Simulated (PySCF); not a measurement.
2,5-dihydro-1H-silol-1-amine (C4H9NSi), SMILES C1C=CC[SiH]1N.

The structure is a stationary point at PBE0-D3(BJ)/def2-SVP. One conformer was computed; it need not be the lowest.

Two levels are set side by side: PBE/def2-TZVP (PySCF) and HF/def2-TZVP (PySCF). Same geometry, gas phase. Differences are taken from unrounded values.

| quantity | PBE |
|---|---|
| orbital gap (eV) | 5.22 |
| highest occupied level (eV) | -5.68 |
| lowest empty level (eV) | -0.46 |
| dipole moment (D) | 1.09 |
| mean polarisability (bohr³) | 79.0 |

Problem. These are the PBE values. What does HF give? (An estimate is asked for; the answer gives what the named calculation found.)

Solution. 
| quantity | HF | PBE minus HF |
|---|---|---|
| orbital gap (eV) | 12.79 | -7.57 |
| highest occupied level (eV) | -9.29 | 3.60 |
| lowest empty level (eV) | 3.50 | -3.97 |
| dipole moment (D) | 1.09 | 0.01 |
| mean polarisability (bohr³) | 72.2 | 6.8 |

Without exact exchange PBE keeps part of each electron's self-repulsion, which lifts occupied levels and narrows the gap. Loosely held outer electrons make PBE densities more polarisable. Differences between two approximate levels are no errors against the true value.

Rough cost on one machine, each run with all the roots and properties that it gave: HF against PBE about 1/4.
